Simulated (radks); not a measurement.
Values are calculated unless marked as measured or tabulated.
Problem. Neutral manganese: order these configurations by energy. Level of theory: Dirac Kohn-Sham, relativistic LDA (MacDonald-Vosko exchange, VWN5 correlation), spin-unpolarised, spherical densities, finite nucleus; Fermi nuclear charge, rms radius of each element as measured or else 0.836 A^(1/3) + 0.57 fm (a radial shooting solver on a logarithmic mesh with Libxc functionals). Sub-shells are occupied by j as written (lower j first in brackets). [Ar] 3d(3/2: 3, 5/2: 2) 4s1 4p(1/2: 1, 3/2: 0); [Ar] 3d(3/2: 3, 5/2: 2) 4s2; [Ar] 3d(3/2: 4, 5/2: 0) 4s2 4p(1/2: 1, 3/2: 0); [Ar] 3d(3/2: 4, 5/2: 1) 4s1 4p(1/2: 1, 3/2: 0); [Ar] 3d(3/2: 4, 5/2: 1) 4s2; [Ar] 3d(3/2: 4, 5/2: 2) 4s1.

Solution. From the lowest, in eV above it: [Ar] 3d(3/2: 4, 5/2: 2) 4s1 0.000; [Ar] 3d(3/2: 4, 5/2: 1) 4s2 0.361; [Ar] 3d(3/2: 3, 5/2: 2) 4s2 0.480; [Ar] 3d(3/2: 4, 5/2: 1) 4s1 4p(1/2: 1, 3/2: 0) 4.239; [Ar] 3d(3/2: 3, 5/2: 2) 4s1 4p(1/2: 1, 3/2: 0) 4.359; [Ar] 3d(3/2: 4, 5/2: 0) 4s2 4p(1/2: 1, 3/2: 0) 8.186.
